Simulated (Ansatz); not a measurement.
Relaxation of GaH₈N₃O (13 atoms, charge 0, multiplicity 1), to a largest force component of 0.03 eV/Å in at most 50 steps.

The calculation used RKS B3LYP-D4/def2-SVP (Ansatz 0.2.0).

```xyz
13
Properties=species:S:1:pos:R:3:forces:R:3
Ga -0.228 0.606 -0.587 0.07 -0.35 0.14
N 0.011 0.098 2.483 -0.07 0.63 -0.46
H -0.782 -0.114 3.089 0.01 0.01 -0.01
H 0.853 0.022 3.055 0.00 -0.01 0.00
N 1.463 0.129 -1.090 0.04 -0.06 -0.01
H 1.661 -0.850 -1.284 -0.03 0.07 0.03
H 2.225 0.523 -0.545 -0.01 0.00 -0.01
N -1.753 -0.267 -1.102 -0.07 0.05 -0.04
H -1.697 -1.014 -1.788 0.00 0.02 0.01
H -2.618 0.253 -1.227 0.06 -0.05 0.02
O -0.349 2.175 0.289 -0.15 0.32 0.17
H -1.248 2.526 0.353 0.11 -0.04 -0.01
H -0.075 1.095 2.198 0.03 -0.59 0.18
```

Task: Where does it end, and by what steps?

Result: The run converged. After 15 steps the energy has fallen by 0.587 eV; H12 moved furthest, 1.10 Å. Joined: Ga1–N2 (3.12 → 2.13 Å).

```tsv
step	energy less start (eV)	largest force component (eV/Å)	accepted
0	0.0000	0.635	yes
1	-0.1120	0.442	yes
2	-0.2268	0.346	yes
3	-0.3423	0.583	yes
4	-0.3783	1.212	yes
5	-0.4639	0.900	yes
6	-0.4967	0.997	yes
7	-0.5207	0.677	yes
8	-0.5482	0.431	yes
9	-0.5697	0.450	yes
10	-0.5740	0.206	yes
11	-0.5830	0.340	yes
12	-0.5836	0.239	yes
13	-0.5817	0.378	no
14	-0.5868	0.032	yes
15	-0.5873	0.017	yes
```

```xyz
13
Properties=species:S:1:pos:R:3
Ga -0.212 0.624 -0.084
N -0.160 0.159 1.999
H -0.918 -0.506 2.158
H 0.712 -0.238 2.349
N 1.412 0.228 -0.887
H 1.641 -0.732 -1.129
H 2.251 0.707 -0.573
N -1.671 -0.477 -0.514
H -1.590 -0.963 -1.406
H -2.566 0.013 -0.532
O -0.509 2.376 0.368
H -0.569 2.959 -0.399
H -0.357 1.031 2.494
```

Whether the end is a true minimum wasn't checked by a vibrational analysis.

Time of the run: 39 s on 4 threads of Arm Neoverse V1, with other jobs on the host, peak memory 0.34 GiB.
